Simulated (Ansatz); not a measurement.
Consider the formal exchange of groups at a B–B bond: `BB(C)BCl` + SiH₄ → `CB([SiH3])BCl` + BH₃.

Calculated with Ansatz (gas phase, PBE0-D4/def2-TZVP geometries, no zero-point term in ΔE). CCSD(T)/CBS adds triple-zeta CCSD(T) − MP2 to the extrapolated MP2 energy (def2 sets, frozen cores). This one scheme is used for every species. DFT in def2-TZVPP. B3LYP here is the variant with VWN-RPA as its local correlation; programs differ in this. Each species was taken in one conformer, which may not be the lowest.

| level | ΔE (eV) |
| --- | --- |
| PBE0-D4 | 0.22 |
| B3LYP | 0.28 |
| CCSD/def2-TZVPP | 0.19 |
| CCSD(T)/def2-TZVPP | 0.19 |

Problem. What does CCSD(T)/CBS give? (An estimate is asked.)

Solution. Computed: +0.18 eV. The listed levels differ from it by 0.04, 0.10, 0.01, 0.01 eV.

Largest T1 diagnostic among the species: 0.014.

From PBE to PBE0 (25 % exact exchange), in def2-TZVPP and without D4, ΔE moves by −0.04 eV. The D4 term adds −0.05 eV with B3LYP and −0.03 eV with PBE0; it sums over pairs of atoms, weighted by their polarisabilities, and B3LYP, whose exchange is more repulsive, gets the larger term.
